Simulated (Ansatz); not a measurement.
`[F][Ta](=[S])([Cl])[Cl]` + H₂O → `[OH][Ta](=[S])([Cl])[Cl]` + H–F at 600 K and 1 bar (formal hydrolysis of a Ta–F bond).

Calculated with Ansatz (gas phase, PBE0-D4/def2-TZVP geometries, no zero-point term in ΔE). CBS: MP2 limit from def2 TZ/QZ plus the TZ coupled-cluster correction, frozen cores. This one scheme is used for every species. def2 core potentials past Kr. For Ta outer-core shells are correlated without core-valence functions, which leaves a few kJ/mol of doubt a bond. Each species was taken in one conformer, which may not be the lowest.

```csv
species,CCSD(T)/CBS energy (Eh),H − E (kJ/mol),S (J/(mol·K))
`[F][Ta](=[S])([Cl])[Cl]`,-1474.26538,67.8,440.8
H₂O,-76.37941,76.8,212.8
`[OH][Ta](=[S])([Cl])[Cl]`,-1450.24360,102.3,456.0
H–F,-100.39570,42.3,194.0
```

H − E and S are ideal-gas, rigid-rotor, harmonic terms from PBE0-D4/def2-TZVP, for one conformer and one mirror image of each species. 1 Eh = 2625.50 kJ/mol, R = 8.31446 J/(mol·K).

**Question.** By hand: ΔE, ΔH, ΔS and ΔG.

**Answer.** ΔE = (-1450.24360) + (-100.39570) − (-1474.26538) − (-76.37941) = 0.00549 Eh = 14.4 kJ/mol. Δ(H − E) = 102.3 + 42.3 − 67.8 − 76.8 = 0.0, so ΔH = 14.4 kJ/mol. ΔS = 456.0 + 194.0 − 440.8 − 212.8 = -3.6 J/(mol·K). ΔG = 14.4 − 600 × (-3.6)/1000 = 16.6 kJ/mol.

**Question.** By hand: the equilibrium constant, and the temperature at which ΔG would vanish if ΔH and ΔS stayed fixed.

**Answer.** log₁₀ K = −ΔG/(RT ln 10) = -1.4. ΔH and −TΔS have one sign here, so there is no such temperature. One of them is within its doubt of zero, so this could turn.

The number of gas molecules stays the same, so ΔS is small and ΔH decides. A doubt of 5 kJ/mol in ΔE shifts log₁₀ K by 0.4 here. Other conformers and mirror images would add mixing entropy, several J/(mol·K) or more a flexible species. These are equilibria of isolated gas molecules and say nothing of rates. Largest T1 diagnostic: 0.020 (customary marks: 0.02 for closed shells, 0.045 for open ones).
